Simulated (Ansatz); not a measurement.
Mulliken charges of Cl$_{3}$HNV, SMILES `[NH]=[V]([Cl])([Cl])[Cl]` from r2SCAN/def2-TZVPP in Ansatz (PBE0-D4/def2-TZVP geometry).

```
atom   x (Å)   y (Å)   z (Å)  charge (e)
  N1  -0.556   0.463   0.953      -0.538
  V2   0.182  -0.158  -0.307       0.997
 Cl3   1.793  -1.362   0.421      -0.218
 Cl4  -1.250  -1.334  -1.376      -0.218
 Cl5   0.900   1.469  -1.496      -0.218
  H6  -1.028   0.859   1.757       0.194
```

Q: By hand: the dipole of these point charges (1 e Å = 4.8032 D).

A: Σ q r = (-0.033, 0.028, 0.056) e Å, of length 0.071 e Å = 0.34 D.

Q: How does the dipole of the full density compare? (Estimate.)

A: Ansatz gave: (-0.210, 0.177, 0.359) e Å, 2.17 D; the point charges give 0.16 times that, at 0° from its direction.

Point charges leave out the atoms' own dipoles, such as those of lone pairs, and Mulliken's split depends on the basis, so the two needn't agree.
